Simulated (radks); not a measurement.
Values are calculated unless marked as measured or tabulated.
All-electron atom: neutral zirconium in [Kr] 4d1.5 5s2 5p0.5 (fractional occupations, a model configuration). Code: a radial shooting solver on a logarithmic mesh with Libxc functionals. Model: scalar-relativistic Kohn-Sham, BLYP, spin-unpolarised, spherical densities, finite nucleus; Fermi nuclear charge, rms radius 4.2694 fm.

X-ray form factor f0, the Fourier transform of the density (f0(0) = 40):

sin(theta)/lambda (1/angstrom),f0 (electrons)
0.05,38.788
0.1,36.240
0.15,33.639
0.2,31.288
0.25,29.130
0.3,27.129
0.4,23.656
0.5,20.903
0.6,18.672
0.8,14.971
1,11.883
1.25,9.024
1.5,7.252
2,5.554
